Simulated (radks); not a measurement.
Values are calculated unless marked as measured or tabulated.
Species: Cl8+. Configuration: [He] 2s2 2p5.

Code: a radial shooting solver on a logarithmic mesh with Libxc functionals. Model: scalar-relativistic Kohn-Sham, SCAN, spin-polarised, spherical densities, finite nucleus; open shells are filled with parallel spins first; meta-GGA in the generalised Kohn-Sham scheme; Fermi nuclear charge, rms radius 3.3654 fm.

Energy parts (hartree):
total: -433.76251
kinetic: 436.04893
electron-nucleus: -967.96880
Hartree: 121.28939
exchange-correlation: -23.13202

Orbitals (lengths in bohr, moments of r in powers of bohr; r(max) is where P^2 peaks):
| orbital | occ. | eigenvalue (hartree) | <1/r> | r(max) |
|---|---|---|---|---|
| 1s up | 1 | -109.4046 | 16.68 | 0.05947 |
| 1s down | 1 | -109.2844 | 16.69 | 0.05944 |
| 2s up | 1 | -16.26880 | 3.445 | 0.3542 |
| 2s down | 1 | -16.08023 | 3.425 | 0.3552 |
| 2p up | 3 | -14.07910 | 3.347 | 0.2929 |
| 2p down | 2 | -13.84462 | 3.328 | 0.2945 |

The highest occupied level is 2p down at -376.73 eV. For comparison, the ionisation energy in NIST's Atomic Spectra Database is 400.85 eV (measured). In exact Kohn-Sham theory the highest level is minus the ionisation energy, but local and semilocal functionals leave it too shallow, through self-interaction and a potential that decays too fast; potentials with the right tail come closer. The density falls to 0.001 e/bohr^3 at r = 1.34 bohr. Spin moment in Bohr magnetons: 1. Summed over all electrons, <r^2> = 1.371 bohr^2, which gives a Langevin (diamagnetic) susceptibility term of -1.09 x 10^-6 cm^3/mol. The electron density at the nucleus is 3596 e/bohr^3 (large components only).

Empty levels of this run are not shown, since the potential may be unsettled where no density lies.
